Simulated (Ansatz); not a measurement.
Job for Ansatz (a quantum-chemistry and plane-wave program): R-BHLYP/def2-TZVPP on SiH4 (SMILES [SiH4]).

Ansatz 0.2 input:
```yaml
crystal:
  periodic: [false, false, false]
  atoms:
    - {symbol: Si, position_ang: [0.00000000, -0.00000000, -0.00000000]}
    - {symbol: H, position_ang: [0.85467615, 0.85467615, 0.85467615]}
    - {symbol: H, position_ang: [-0.85467615, -0.85467615, 0.85467615]}
    - {symbol: H, position_ang: [-0.85467615, 0.85467615, -0.85467615]}
    - {symbol: H, position_ang: [0.85467615, -0.85467615, -0.85467615]}
basis:
  gaussian:
    orbitals: def2-TZVPP
hamiltonian:
  xc: {name: BHLYP}
scf: {lower_state_search: off}
```

It printed:

```
WARN ansatz: RAYON_NUM_THREADS=4 ignored (pool sized by the plan → 4); use --threads N
Functional definition: BHLYP
these checks for a lower state are left out or cut short: stability, starts, cluster_reference, orbital_swaps, neighbouring_geometries, increment
integrals: 0.02 GiB planned
546 factors; their error is unknown
mean field: 0.24 GiB planned
mean field evaluation 1: about -7942.4133 eV, gradient 6.9e0 eV
mean field evaluation 2: about -7942.5804 eV, gradient 2.4e0 eV
mean field evaluation 4: about -7942.5954 eV, gradient 8.3e-2 eV
mean field evaluation 8: about -7942.6438 eV, gradient 1.6e-4 eV
mean field -7942.64382895 eV, -291.8867769964 hartree, gradient 4.7e-6 eV, S^2 0.000000; 0 other end points of the search recorded, 0 dependent functions left out
reference -7942.64397145 eV, -291.8867822334 hartree; 9, 9 occupied and 89, 89 virtual orbitals, 546 factors
Total energy: -7942.64397145 eV, -291.8867822334 hartree
Checks for a lower state left out: stability, starts, cluster_reference, orbital_swaps, neighbouring_geometries, increment
```

Self-consistency was reached.

Cost: about 1.1 core-seconds (a rough figure).
